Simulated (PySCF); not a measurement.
C2H3F2, SMILES C[C](F)F, multiplicity 2.

Geometry: r2SCAN-D4/def2-SVP. The isomer is the one that the SMILES or the coordinates give; other isomers of the formula were not compared.

Calculation: TDA-PBE/def2-SVPD run with PySCF.

Vertical excitations. Isolated molecule, no solvent.

```
state    energy (eV)  λ (nm)      f                              main pairs
-------  -----------  ------  -----  --------------------------------------
root 1          5.03     246  0.001                       α HOMO→LUMO 100 %
root 2          6.05     205  0.048                      α HOMO→LUMO+1 99 %
root 3          6.60     188  0.003                      α HOMO→LUMO+2 99 %
root 4          6.74     184  0.018    α HOMO→LUMO+3 62 %, β HOMO→LUMO 36 %
root 5          6.85     181  0.026    α HOMO→LUMO+3 36 %, β HOMO→LUMO 61 %
root 6          6.89     180  0.001                      β HOMO−1→LUMO 97 %
root 7          6.89     180  0.012                      α HOMO→LUMO+4 97 %
root 8          7.41     167  0.009   α HOMO→LUMO+5 91 %, β HOMO−3→LUMO 5 %
root 9          7.64     162  0.013  α HOMO→LUMO+7 13 %, β HOMO−2→LUMO 79 %
root 10         7.67     162  0.030  α HOMO→LUMO+6 44 %, β HOMO−3→LUMO 51 %
```
Unrestricted roots are not spin-pure.
